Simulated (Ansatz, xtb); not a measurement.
# CH6InSi+: where a starting geometry ends

The starting geometry of this gas-phase singlet has its atoms placed at random.

```xyz
9

C    -2.1787   -0.5023   -0.4264
In   -0.4341    1.1867   -1.3148
Si    1.9187    0.1235    1.5763
H    -1.6923   -1.3193    0.0056
H    -1.6421   -0.1725   -1.9040
H     0.5700    1.1802    0.4985
H    -0.5960   -0.9576   -0.7081
H     0.8821   -0.2521   -0.5852
H    -0.2769    2.2805    0.9236
```

Guess where an optimisation with r2SCAN-D4/def2-SVP ends from this start.

It ends as a structure with H6 bridging In2 and Si3, H8 bridging Si3 and In2, H9 bridging In2 and Si3, given below by its coordinates. Distances that change by over a tenth: In2–H7 (2.23 → 2.69 Å), In2–H9 (2.50 → 2.22 Å). Contacts that open: In2–H5 (1.91 → 2.69 Å). Contacts that close: C1–In2 (2.59 → 2.14 Å), C1–H5 (1.61 → 1.10 Å), C1–H7 (1.67 → 1.10 Å), In2–Si3 (3.88 → 2.61 Å), Si3–H6 (2.02 → 1.56 Å), Si3–H8 (2.43 → 1.56 Å), Si3–H9 (3.15 → 1.56 Å).

The energy falls by 13.46 eV over 40 steps:

```csv
step,E − E(last) (eV)
1,13.456
5,4.868
10,2.917
14,2.117
18,1.547
23,1.239
27,1.235
31,1.101
36,0.024
40,0.000
```

Final geometry (Å):

```xyz
9

C    -1.8056   -0.8598   -1.0865
In   -0.2534    0.2696   -0.1361
Si    1.6381    1.6430    1.0241
H    -2.4319   -1.2957   -0.2953
H    -2.3831   -0.1683   -1.7163
H     0.5364    0.8957    1.8401
H    -1.3253   -1.6423   -1.6909
H     1.9474    0.4260    0.0961
H     0.6281    2.2989    0.0304
```

From the same start GFN2-xTB ends elsewhere, in pieces: CH4InSi + H2.

From so rough a start the end depends on the optimiser's path, so another program may land elsewhere. The end wasn't checked by frequencies. Atoms past krypton carry core potentials, without spin–orbit terms. Run with Ansatz 0.2.0, 76 s on 2 threads of Intel(R) Xeon(R) Platinum 8259CL CPU @ 2.50GHz (Skylake/Cascade Lake), with other jobs on the host.
